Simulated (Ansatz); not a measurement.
A structure drawn as `O=C(O)C(F)(F)F`, with this starting geometry:

```xyz
8

O     1.607   -0.830    0.084
C     0.494   -0.283   -0.237
O     0.202   -0.155   -1.564
C    -0.524    0.283    0.711
F    -0.484   -0.109    1.965
F    -1.852    0.046    0.269
F    -0.462    1.664    0.747
H     1.019   -0.615   -1.975
```

The species carries charge 0 and has multiplicity 1.

(1) Relax it with Ansatz at PBE-D4/def2-SVP and then PBE0-D4/def2-TZVP. Is the drawn bonding still there?

(2) Give the relaxed structure. (Estimate.)

Atoms count as bonded under 1.1 times the sum of their covalent radii (H–H under 0.85 Å, pairs among N, O and F under 1.55 Å), and a drawn bond as lost past 1.3 times.

## Answers

(1) Yes, every drawn bond is still there and no new one forms.

(2) The calculation gave: 
Z-matrix (Å, degrees):
```
C
F 1 1.320
C 1 1.545 2 110.3
F 1 1.332 2 108.7 3 121.1
F 1 1.332 2 108.7 3 -121.1
O 3 1.328 1 109.9 2 179.7
O 3 1.191 1 123.5 2 -0.3
H 6 0.968 3 107.7 1 180.0
```
All modes are real.
